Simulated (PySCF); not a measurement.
Vertical excitations of a molecule C2H7ClSi2 from TDDFT-CAM-B3LYP/def2-SVPD in PySCF, as energy in eV (oscillator strength): 5.92 (0.138), 6.69 (0.062), 6.82 (0.248), 7.04 (0.002), 7.15 (0.066), 7.21 (0.008), 7.36 (0.029), 7.71 (0.079), 7.79 (0.122), 7.95 (0.073). Lowest triplet (TDA): 4.07 eV. Geometry: TPSSh-D3(BJ)/def2-SVP. One conformer was computed; it need not be the lowest.

Problem. Identify the compound among the candidates.
A. [SiH3]/C=C(\[SiH3])Cl
B. [SiH3]C([SiH3])=CCl
C. C=C(Cl)[SiH2][SiH3]
D. C=C[SiH2][SiH2]Cl

Solution. D, C=C[SiH2][SiH2]Cl
